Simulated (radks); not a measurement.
Q: Coulomb parameter of the 4f shell of neutral europium in the model configuration [Xe] 4f5.5 6s2 6p1.5, as a second difference U = [E(n + 0.5) + E(n - 0.5) - 2 E(n)] / (0.5)^2 with all orbitals relaxed. "Bare": the charge of the atom changes with n. "Screened": the 6p shell takes up the change at fixed total charge, which measures U(4f,4f) + U(6p,6p) - 2 U(4f,6p). All-electron calculation, Dirac Kohn-Sham, PBE, spin-unpolarised, spherical densities, finite nucleus; open shells are shared between the two j in proportion to 2j + 1; Fermi nuclear charge, rms radius 5.1115 fm. Program: a radial shooting solver on a logarithmic mesh with Libxc functionals. Estimate both.

A: U(bare) = 15.280 eV, U(screened by 6p) = 9.434 eV, against the Slater integral F0(4f,4f) = 29.359 eV with frozen orbitals. The step up makes a negative ion, whose loosely bound charge lowers the bare value.
